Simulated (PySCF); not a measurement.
## Cr⁺ (chromium, charge +1): LDA calculation

Configuration: [Ar] 3d4 4p1, one real determinant (an excited configuration). Calculation: PySCF 2.14, in x2c-QZVPPall with one added diffuse shell each of s, p, d, f, g type (12s8p6d4f3g, 121 functions); the spin-free X2C one-electron Hamiltonian (Gaussian nucleus).

| Item | Value |
| --- | --- |
| Total energy | -1047.999 hartree |
| One-electron energy | -1434.959 hartree |
| Hartree (Coulomb) energy | 433.416 hartree |
| Exchange-correlation energy | -46.456 hartree |
| ⟨S²⟩ | 8.7502 |
| ⟨L²⟩ | 8.005 |
| Sum of ⟨r⟩ | 18.26 bohr |
| Sum of ⟨r²⟩ | 30.79 bohr² |
| Traceless quadrupole moment −½Σ⟨3z² − r²⟩ along its main axis | -5.13 e·bohr² |
| Langevin diamagnetic susceptibility | -24.4 ×10⁻⁶ cm³/mol |

| shell | electrons | mean orbital energy (eV) | spread (eV) | rms radius, mean of both spins (bohr) |
| --- | --- | --- | --- | --- |
| 1s α | 1 | -5874.4 | 0 | 0.0736 |
| 1s β | 1 | -5874.4 | 0 | 0.0736 |
| 2s α | 1 | -678.74 | 0 | 0.319 |
| 2s β | 1 | -677.10 | 0 | 0.319 |
| 2p α | 3 | -573.38 | 0.420 | 0.288 |
| 2p β | 3 | -572.10 | 0.638 | 0.288 |
| 3s α | 1 | -87.937 | 0 | 0.967 |
| 3s β | 1 | -84.028 | 0 | 0.967 |
| 3p α | 3 | -59.572 | 0.474 | 1.04 |
| 3p β | 3 | -55.732 | 1.206 | 1.04 |
| 3d α | 4 | -16.374 | 0.422 | 1.42 |
| 4p α | 1 | -8.485 | 0 | 3.70 |

⟨L²⟩ = 8.01 against 12 for a pure F term, so this real determinant mixes terms.

Densities and radii are taken from the X2C orbitals without a picture-change correction, which distorts them close to the nucleus.
